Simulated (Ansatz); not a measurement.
Cost and result up the ladder for Ge(eta1-allyl)H3 (C3H8Ge) (12 atoms). The state is a singlet with charge 0. Geometry: r2SCAN-D4/def2-SVP.

| atom | x (Å) | y (Å) | z (Å) |
| --- | --- | --- | --- |
| Ge1 | 1.735 | 0.536 | 0.063 |
| C2 | -0.196 | 0.768 | -0.279 |
| C3 | -0.887 | -0.546 | -0.430 |
| C4 | -1.701 | -1.108 | 0.474 |
| H5 | -0.285 | 1.377 | -1.195 |
| H6 | -0.618 | 1.351 | 0.556 |
| H7 | -0.675 | -1.098 | -1.358 |
| H8 | -1.945 | -0.603 | 1.416 |
| H9 | -2.152 | -2.089 | 0.300 |
| H10 | 2.357 | -0.316 | -1.056 |
| H11 | 1.933 | -0.178 | 1.409 |
| H12 | 2.434 | 1.907 | 0.100 |

Ansatz on 4 threads of Intel Xeon on a shared host. Times are rough, and most runs start from the orbitals of an earlier one. ωB97X-V/def2-TZVP serves as the yardstick here, not as an exact answer. Differences are given only for rows in sets of like size (and for xTB, whose basis is part of the method), since another set adds its own error. Binding counts from free atoms at the same level (Ge triplet, C triplet, H doublet; other spins of the atoms weren't run), without zero-point energy or a counterpoise term.

The 6-31G sets use Cartesian d functions. B3LYP takes the VWN-RPA correlation. Correlated methods freeze 12 core orbitals; core or outer-core shells of Ge are correlated, in sets that lack core-valence functions.

Correlated methods converge slowly with the basis.

```csv
level,functions,binding energy per atom (eV),difference from ωB97X-V/def2-TZVP (eV)
r2SCAN0-D4/def2-TZVP,189,3.72,-0.04
PBE-D4/def2-SVP,114,3.82,–
HF/6-31G,72,2.69,–
CCSD(T)/def2-TZVP,189,3.64,-0.12
B3LYP-D4/6-31G,72,3.70,–
BHLYP-D4/def2-TZVP,189,3.67,-0.09
PBE-D4/def2-TZVP,189,3.80,0.04
PBE0-D4/def2-SVP,114,3.79,–
r2SCAN-D4/def2-TZVP (with forces),189,3.76,0.00
HF/def2-TZVP,189,2.82,-0.94
B3LYP-D4/def2-TZVP,189,3.75,-0.01
HF/STO-3G,41,3.70,–
r2SCANh-D4/def2-TZVP,189,3.74,-0.01
ωB97X-V/def2-TZVP,189,3.76,0.00
```

Estimate how long each takes.

HF/STO-3G 1.5 s; HF/6-31G 3.7 s; PBE-D4/def2-SVP 6.5 s; B3LYP-D4/6-31G 7 s; PBE0-D4/def2-SVP 8.6 s; PBE-D4/def2-TZVP 8.6 s; HF/def2-TZVP 9.5 s; BHLYP-D4/def2-TZVP 12 s; B3LYP-D4/def2-TZVP 13 s; r2SCAN-D4/def2-TZVP (with forces) 16 s; r2SCANh-D4/def2-TZVP 17 s; r2SCAN0-D4/def2-TZVP 19 s; ωB97X-V/def2-TZVP 26 s; CCSD(T)/def2-TZVP 2.4 min. On shared hardware such times vary by a factor of up to 3.
